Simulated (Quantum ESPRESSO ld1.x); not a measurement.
The numbers below are computed, except where a source is named.
W V, 70 electrons, occupied as [Kr] 4d10 4f14 5p6 5d2 5f2 (not the ground configuration). Code: ld1.x of Quantum ESPRESSO 7.5. Model: Dirac Kohn-Sham, OLYP, spin-unpolarised, spherical densities, point nucleus; open shells fill j = l - 1/2 first.

Normalised radial functions P(r) = r R(r) (large component), r in bohr:

| r | 5d3/2 | 5f5/2 |
|---|---|---|
| 0.001246 | 0.0000 | 0.0000 |
| 0.00145 | 0.0000 | 0.0000 |
| 0.001688 | 0.0000 | 0.0000 |
| 0.001965 | 0.0001 | 0.0000 |
| 0.002288 | 0.0001 | 0.0000 |
| 0.002664 | 0.0001 | 0.0000 |
| 0.003101 | 0.0002 | 0.0000 |
| 0.003581 | 0.0003 | 0.0000 |
| 0.004169 | 0.0004 | 0.0000 |
| 0.004853 | 0.0006 | 0.0000 |
| 0.00565 | 0.0009 | 0.0000 |
| 0.006578 | 0.0013 | 0.0000 |
| 0.007658 | 0.0019 | 0.0000 |
| 0.008915 | 0.0028 | 0.0000 |
| 0.01038 | 0.0040 | 0.0000 |
| 0.01208 | 0.0059 | 0.0000 |
| 0.01406 | 0.0086 | 0.0001 |
| 0.01637 | 0.0124 | 0.0001 |
| 0.01906 | 0.0178 | 0.0002 |
| 0.02219 | 0.0253 | 0.0003 |
| 0.02583 | 0.0356 | 0.0006 |
| 0.03007 | 0.0497 | 0.0010 |
| 0.03501 | 0.0682 | 0.0016 |
| 0.04076 | 0.0920 | 0.0026 |
| 0.04745 | 0.1216 | 0.0043 |
| 0.05524 | 0.1566 | 0.0069 |
| 0.06431 | 0.1958 | 0.0108 |
| 0.07487 | 0.2361 | 0.0167 |
| 0.08646 | 0.2705 | 0.0248 |
| 0.1007 | 0.2958 | 0.0366 |
| 0.1172 | 0.3005 | 0.0527 |
| 0.1364 | 0.2747 | 0.0737 |
| 0.1588 | 0.2107 | 0.0996 |
| 0.1849 | 0.1060 | 0.1297 |
| 0.2152 | -0.0327 | 0.1621 |
| 0.2506 | -0.1878 | 0.1937 |
| 0.2917 | -0.3310 | 0.2201 |
| 0.3396 | -0.4289 | 0.2362 |
| 0.3953 | -0.4511 | 0.2373 |
| 0.4602 | -0.3798 | 0.2199 |
| 0.5358 | -0.2165 | 0.1824 |
| 0.6237 | 0.0181 | 0.1251 |
| 0.7261 | 0.2881 | 0.0493 |
| 0.8453 | 0.5508 | -0.0423 |
| 0.9841 | 0.7646 | -0.1462 |
| 1.146 | 0.8967 | -0.2573 |
| 1.334 | 0.9290 | -0.3684 |
| 1.553 | 0.8637 | -0.4702 |
| 1.807 | 0.7243 | -0.5530 |
| 2.087 | 0.5577 | -0.6064 |
| 2.43 | 0.3814 | -0.6288 |
| 2.829 | 0.2322 | -0.6097 |
| 3.293 | 0.1234 | -0.5446 |
| 3.834 | 0.0558 | -0.4409 |
| 4.464 | 0.0211 | -0.3222 |
| 5.196 | 0.0065 | -0.2108 |
| 6.049 | 0.0016 | -0.1198 |
| 7.042 | 0.0003 | -0.0565 |
| 8.198 | 0.0000 | -0.0214 |
| 9.544 | 0.0000 | -0.0063 |

5d3/2: eigenvalue -55.821 eV, 2 radial nodes at r = 0.208, 0.617 bohr, <r> = 1.49 bohr, 90 % of the charge inside 2.20 bohr. 5f5/2: eigenvalue -21.311 eV, 1 radial node at r = 0.790 bohr, <r> = 2.86 bohr, 90 % of the charge inside 4.32 bohr.
